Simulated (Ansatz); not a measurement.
PO-, multiplicity 3 (lowest of 2S+1 = 1, 3, 5 at CCSD(T)/def2-TZVPP on PBE0 minima; our sources give no spin for the ground state, which may be another), most abundant isotopes (15.9949 and 30.9738 u). Constants from fifth-degree fits in 1/R to seven points on the lowest solution found; no spin–orbit coupling, no relativity up to Kr; ω_e x_e and α_e move by some per cent with the fit.

Cores are frozen in the correlated methods. CBS: X⁻³ extrapolation of the correlation energy, Hartree–Fock from the larger set.

Run with Ansatz (a quantum-chemistry and plane-wave program) with Gaussian orbitals. Values without a source in brackets are computed.

```json
[
 {"level": "PBE/def2-TZVPP", "r_e (Å)": "1.5671", "ω_e (cm⁻¹)": "989.6", "ω_e x_e (cm⁻¹)": "5.49", "α_e (cm⁻¹)": "0.00536"},
 {"level": "CCSD(T)/CBS(aug-cc-pV(T+d)Z, aug-cc-pV(Q+d)Z)", "r_e (Å)": "1.5391", "ω_e (cm⁻¹)": "1045.7", "ω_e x_e (cm⁻¹)": "5.84", "α_e (cm⁻¹)": "0.00549"}
]
```

Problem. Derive the rotational constants, the centrifugal constant, the fundamental, the zero-point energy and the force constant.

Solution. 
μ = 10.54794 u.
- PBE/def2-TZVPP: B_e = 16.8576/(μ r_e²) = 0.65080 cm⁻¹; B₀ = B_e − α_e/2 = 0.64812 cm⁻¹; D = 4B_e³/ω_e² = 1.13e-06 cm⁻¹; fundamental ω_e − 2ω_e x_e = 979 cm⁻¹; zero-point energy ω_e/2 − ω_e x_e/4 = 493 cm⁻¹; k = μ(2πcω_e)² = 609 N/m
- CCSD(T)/CBS(aug-cc-pV(T+d)Z, aug-cc-pV(Q+d)Z): B_e = 16.8576/(μ r_e²) = 0.67471 cm⁻¹; B₀ = B_e − α_e/2 = 0.67197 cm⁻¹; D = 4B_e³/ω_e² = 1.12e-06 cm⁻¹; fundamental ω_e − 2ω_e x_e = 1034 cm⁻¹; zero-point energy ω_e/2 − ω_e x_e/4 = 521 cm⁻¹; k = μ(2πcω_e)² = 680 N/m
